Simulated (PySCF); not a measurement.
# From a computed spectrum to the compound

A species of 10 atoms with charge 1 has these harmonic modes (PBE0, small Gaussian bases with core potentials, PySCF 2.14.0):

| cm⁻¹ | km/mol | symmetry |
| --- | --- | --- |
| 86 | 0.1 |  |
| 155 | 1.0 |  |
| 169 | 3.8 |  |
| 211 | 8.9 |  |
| 220 | 0.3 |  |
| 318 | 6.6 |  |
| 335 | 5.5 |  |
| 360 | 141.6 |  |
| 372 | 22.0 |  |
| 390 | 148.8 |  |
| 457 | 32.3 |  |
| 458 | 37.2 |  |
| 577 | 270.1 |  |
| 648 | 11.2 |  |
| 676 | 36.3 |  |
| 1042 | 153.1 |  |
| 1050 | 169.1 |  |
| 1086 | 16.3 |  |
| 1564 | 125.5 |  |
| 1643 | 112.1 |  |
| 3739 | 337.3 |  |
| 3762 | 225.2 |  |
| 3836 | 235.5 |  |
| 3844 | 309.1 |  |

**Question.** Which species is it, and in which structure?

**Answer.** [ReO3(H2O)2]+ (singlet):
```xyz
10

Re    0.0762    0.1109    0.0294
O     0.5075   -0.2074    1.6248
O     1.4202   -0.1557   -0.9472
O    -0.2407    1.7616   -0.0522
O    -1.9160   -0.1808   -0.6646
H    -2.3179   -1.0478   -0.8428
H    -2.5306    0.5487   -0.8596
O    -0.3514   -2.1496   -0.1864
H    -0.3075   -2.6621    0.6390
H     0.2256   -2.6136   -0.8172
```
Ideal gas at 298.15 K and 1 bar: S = 384.1 J/(mol K), Cp = 133.0 J/(mol K), H − H(0 K) = 25.4 kJ/mol (rigid rotor, harmonic modes, spin degeneracy alone). 
 This is one of several that fit.
